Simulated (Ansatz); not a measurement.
Geometry optimisation, RHF/def2-SVP (Ansatz 0.2.0).

The input (input.yaml):

```yaml
crystal:
  periodic: [false, false, false]
  atoms:
    - { symbol: W, position_ang: [0.261372, 0.245342, -0.295929] }
    - { symbol: Cl, position_ang: [-0.559322, -0.410319, 3.168033] }
    - { symbol: F, position_ang: [2.077036, 0.07063, -0.743687] }
    - { symbol: F, position_ang: [0.367535, 1.93312, -1.106672] }
    - { symbol: O, position_ang: [-1.416129, 0.497304, 0.375496] }
    - { symbol: H, position_ang: [-1.863257, 0.592477, 1.205723] }
    - { symbol: O, position_ang: [0.421847, -1.468223, 0.338287] }
    - { symbol: H, position_ang: [1.076659, -2.152325, 0.358324] }
    - { symbol: O, position_ang: [-0.302507, -0.29915, -1.966216] }
    - { symbol: H, position_ang: [-0.370635, 0.168865, -2.787395] }
    - { symbol: F, position_ang: [0.94187, 1.143714, 1.19082] }
    - { symbol: H, position_ang: [0.36223, 0.534465, 3.136016] }
basis:
  gaussian: { orbitals: def2-SVP }
hamiltonian:
  xc: hf
relax:
  f_tol: 0.03
  max_steps: 50
```

Run as:

```bash
$ ansatz run input.yaml --threads 4 --pin off --max-ram 5120MiB --backend cpu --events-out ev --progress --plain --runs-dir out
```

Question: Where does it end, and by what steps?

Answer: The forces met the threshold. After 16 steps the energy has fallen by 0.357 eV; Cl2 moved furthest, 1.44 Å.

| step | energy less start (eV) | largest force component (eV/Å) | accepted |
| --- | --- | --- | --- |
| 0 | 0.0000 | 1.240 | yes |
| 1 | -0.1658 | 0.765 | yes |
| 2 | -0.2335 | 0.780 | yes |
| 3 | -0.2750 | 0.590 | yes |
| 4 | -0.2857 | 0.437 | yes |
| 5 | -0.3080 | 0.259 | yes |
| 6 | -0.3090 | 0.251 | yes |
| 7 | -0.3285 | 0.278 | yes |
| 8 | -0.3358 | 0.460 | yes |
| 9 | -0.3335 | 0.681 | no |
| 10 | -0.3450 | 0.231 | yes |
| 11 | -0.3511 | 0.045 | yes |
| 12 | -0.3546 | 0.067 | yes |
| 13 | -0.3556 | 0.136 | yes |
| 14 | -0.3550 | 0.250 | no |
| 15 | -0.3570 | 0.031 | yes |
| 16 | -0.3572 | 0.019 | yes |

```xyz
12
Properties=species:S:1:pos:R:3
W 0.331 0.059 -0.366
Cl -1.048 0.808 3.751
F 2.113 0.105 -0.937
F 0.358 1.905 -0.660
O -1.283 0.066 0.486
H -1.645 0.202 1.355
O 0.600 -1.749 -0.150
H 1.329 -2.341 -0.277
O -0.355 -0.080 -2.062
H -0.565 0.499 -2.782
F 1.064 0.497 1.322
H 0.098 0.885 3.191
```

Whether the end is a true minimum wasn't checked by a vibrational analysis.

Time of the run: 45 s on 4 threads of Arm Neoverse V1, with other jobs on the host, peak memory 0.48 GiB.
